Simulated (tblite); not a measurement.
Compound: C₆H₁₀F₃P.
Atom-mapped SMILES: `[F:1][C:2]([F:3])([F:4])[P:5]1[CH2:6][CH2:7][CH2:8][CH2:9][CH2:10]1` (hydrogens: H11, H12 on C6; H13, H14 on C7; H15, H16 on C8; H17, H18 on C9; H19, H20 on C10)

Computed geometry: GFN2-xTB, gas phase.

Problem. Give the optimised bond lengths and angles.

Solution. 
| bond | length (pm) | order |
| --- | --- | --- |
| F1–C2, C2–F3, C2–F4 | 134.3 | single |
| C2–P5 | 189.4 | single |
| P5–C6, P5–C10 | 185.6 | single |
| C6–C7, C9–C10 | 152.8 | single |
| C7–C8, C8–C9 | 152.7 | single |
| C6–H11 and 3 like bonds | 109.4 | single |
| C7–H13 and 3 like bonds | 109.3 | single |
| C8–H15, C8–H16 | 109.2 | single |

Bonds in one row agree within 1 pm and their mean is given. Orders are formal, as drawn. A selection of angles:
| angle | degrees |
| --- | --- |
| F1–C2–F3 | 106.3 |
| F1–C2–P5 | 115.1 |
| F3–C2–F4 | 107.1 |
| F3–C2–P5 | 110.8 |
| C2–P5–C6 | 96.8 |
| C6–P5–C10 | 96.1 |
| P5–C6–C7 | 108.5 |
| P5–C6–H11 | 110.5 |
| P5–C6–H12 | 108.6 |
| C7–C6–H11 | 110.3 |
| H11–C6–H12 | 108.6 |
| C6–C7–C8 | 111.9 |
| C6–C7–H13 | 109.1 |
| C8–C7–H13 | 109.3 |
| H13–C7–H14 | 107.7 |
| C7–C8–C9 | 112.3 |
| C7–C8–H15 | 109.3 |
| H15–C8–H16 | 107.8 |

Torsions: F1–C2–P5–C6 -48° (synclinal); C2–P5–C6–C7 158° (antiperiplanar); P5–C6–C7–C8 -66° (synclinal); C6–C7–C8–C9 63° (synclinal); C7–C8–C9–C10 -63° (synclinal); C8–C9–C10–P5 66° (synclinal); C2–P5–C10–C9 -158° (antiperiplanar).

The 6-membered ring P5–C6–C7–C8–C9–C10 has internal angles of 96.1° to 112.3°; it is puckered, 0.29 Å rms from its mean plane, widest ring torsion 66°. Of the pairs four or more bonds apart, F1···H11 is among the closest relative to their van der Waals radii: 2.46 Å, 92 % of the sum of Bondi's values. P5 (phosphine phosphorus) is pyramidal (angles 96.8°, 96.8° and 96.1°, sum 289.8°, 0.95 Å off the plane of its three neighbours). All 4 C–C bonds measure 1.527 to 1.528 Å. The 3 C–P bonds span 1.856 Å (P5–C6, drawn single) to 1.894 Å (C2–P5, drawn single), a spread of 0.038 Å.

Point group: Cs (every atom within 0.08 Å of its image). Its GFN2-xTB frequencies are all real (lowest 40 cm⁻¹). The numbers are those of one conformer. 2 starts were optimised and ended at 0.00 and 1.18 kcal/mol (GFN2-xTB); the lowest of these is shown.
